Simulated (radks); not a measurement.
Values are calculated unless marked as measured or tabulated.
Initial-state core-level shifts of the aluminium ion Al+ when its valence configuration changes from [Ne] 3s2. Code: a radial shooting solver on a logarithmic mesh with Libxc functionals. Model: Dirac Kohn-Sham, LDA (Slater exchange, Perdew-Wang correlation), spin-unpolarised, spherical densities, finite nucleus; open shells are shared between the two j in proportion to 2j + 1; Fermi nuclear charge, rms radius 3.061 fm. Shifts are changes of the shell-averaged eigenvalues in eV (positive: less bound); the change of the density at the nucleus, which sets a Mossbauer isomer shift, is in e/bohr^3, on a base of 1489.

| valence | 1s | 2s | 2p | density at nucleus |
|---|---|---|---|---|
| 3p2 | -3.354 | -3.303 | -3.265 | -7.2276 |
| 3s1 3p1 | -1.730 | -1.699 | -1.681 | -3.4849 |
| 3s0.5 3p1.5 | -2.554 | -2.513 | -2.485 | -5.3247 |
| 3s1.5 3p0.5 | -0.878 | -0.862 | -0.853 | -1.7105 |
